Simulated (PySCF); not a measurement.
**How methods differ on the ionisation energy of Sn⁴²⁺**

Sn⁴²⁺ [He] 2s2 2p4 [2p1/2^2 2p3/2^2, M_J = 2] → Sn⁴³⁺ [He] 2s2 2p3 [2p1/2^2 2p3/2^1, M_J = 3/2], as a difference of total energies. All numbers are calculated (PySCF 2.14, the two-component X2C-1e Hamiltonian, in an uncontracted even-tempered set (17 s from 21 bohr⁻², ratio 2.4; 12 p from 27 bohr⁻², ratio 2.4; 5 d from 98 bohr⁻², ratio 2.6; 4 f from 150 bohr⁻², ratio 2.6)). Correlated levels: nothing frozen; the 32 highest virtual spinors dropped. "Screened" scales the spin-orbit matrix elements by Boettger's factors to mimic the two-electron term; Breit and QED terms are absent.

```tsv
method	ionisation energy (eV)
GHF (spin-free)	6905.9
GMP2 (spin-free)	6907.5
GHF (screened spin-orbit)	6860.7
GMP2 (screened spin-orbit)	6860.4
```

For this ion Breit and QED terms and the two-electron picture change, all absent here, outweigh the correlation shift from GHF to GMP2.

The spin-free rows relax to the high-spin LS determinant and lack the spin-orbit shift.

The labels give the starting determinants; with spin-orbit coupling the two ends relaxed to ⟨J²⟩ = 6.00, ⟨L²⟩ = 3.15, ⟨S²⟩ = 1.43 and ⟨J²⟩ = 3.75, ⟨L²⟩ = 2.38, ⟨S²⟩ = 1.57.

For comparison: 6859 ± 13 eV (semi-empirical (NIST evaluation); NIST Atomic Spectra Database, ionization energies).
